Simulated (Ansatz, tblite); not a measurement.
Isomers of ZrGe$_{12}$⁺ (doublet), found by a short tight-binding search and relaxed with PBE-D4/def2-SVP in Ansatz.

In the def2 sets Zr takes a core potential; there is no spin–orbit coupling. The xTB rows come from tblite. Correlated methods freeze 108 core orbitals; core or outer-core shells of Zr, Ge are correlated, in sets that lack core-valence functions. Single mean-field runs in def2-SVP, def2-TZVP are fitted with def2-universal-jkfit.

Run but left out: HF/STO-3G, HF/def2-SVP, HF/def2-TZVP, MP2/def2-SVP (A: ⟨S²⟩ 1.67 to 1.75, where a pure state has 0.75).

Other spin states weren't relaxed.

A:

```xyz
13

Zr   -0.9194    0.2821   -0.2894
Ge    0.2070    2.5105    0.7236
Ge    2.2714    1.0781    0.0868
Ge   -3.2572    0.0401    1.3819
Ge   -0.2681   -1.6650   -5.1369
Ge   -0.6877   -0.6108   -2.9843
Ge    1.5472   -1.9782   -3.4909
Ge   -1.5421    1.5052    2.4069
Ge    0.5590    2.5952    3.3868
Ge    1.0192   -1.9249    1.0796
Ge   -1.2614   -1.3998    1.8991
Ge    1.3157   -0.7849   -1.3390
Ge    1.0166    0.3525    2.2759
```

B:

```xyz
13

Zr    0.281    1.434    0.172
Ge   -2.393    0.311   -0.631
Ge   -1.824    0.121    2.324
Ge   -0.387    1.467   -2.592
Ge   -2.229    2.270    0.878
Ge    2.965    0.477    0.091
Ge   -0.041   -3.255   -1.160
Ge    1.085   -0.697    2.123
Ge    1.796   -1.681   -0.218
Ge   -0.871   -1.509    0.536
Ge    0.309    1.520    2.918
Ge   -0.654   -0.948   -2.172
Ge    1.963    0.490   -2.268
```

C:

```xyz
13

Zr   -0.467   -0.732    0.001
Ge    1.476    1.592   -0.545
Ge   -1.016    2.067   -0.144
Ge   -2.886    0.806    0.902
Ge   -1.003    1.030   -2.517
Ge   -0.960   -1.516   -2.571
Ge    2.367   -1.100   -0.136
Ge   -1.791   -0.973    2.665
Ge    1.635    1.096    1.970
Ge    1.466    0.054   -2.665
Ge   -0.851    1.365    2.574
Ge    0.729   -1.224    2.514
Ge    1.300   -2.465   -2.051
```

D:

```xyz
13

Zr    0.127   -0.556    0.697
Ge    1.515    1.541    2.014
Ge   -2.275   -1.072    2.227
Ge    3.138   -0.666    1.260
Ge   -1.153    0.818   -1.621
Ge   -3.289    0.051   -0.333
Ge    2.172   -1.483   -0.974
Ge   -2.090   -2.190   -0.058
Ge    0.117    2.361   -0.003
Ge   -1.872    1.349    1.430
Ge    2.640    1.258   -0.323
Ge   -0.384   -1.936   -1.889
Ge    1.354    0.526   -2.427
```

Q: Estimate which lies lowest at each level, and how far above it the others are (eV).

A: 
```tsv
level	A	B	C	D
GFN2-xTB	2.11	0.68	0.31	0.00
PBE-D4/def2-SVP	0.51	0.12	0.00	0.06
PBE-D4/def2-TZVP	0.53	0.10	0.00	0.06
r2SCAN-D4/def2-TZVP	0.20	0.06	0.00	0.07
PBE0-D4/def2-SVP	0.29	0.00	0.06	0.10
PBE0-D4/def2-TZVP	0.36	0.00	0.07	0.11
RPA@PBE/def2-SVP	0.48	0.29	0.00	0.07
```
Point groups (tolerance 0.1 Å): A not assigned, B Cs, C not assigned, D not assigned. Lower isomers may exist.
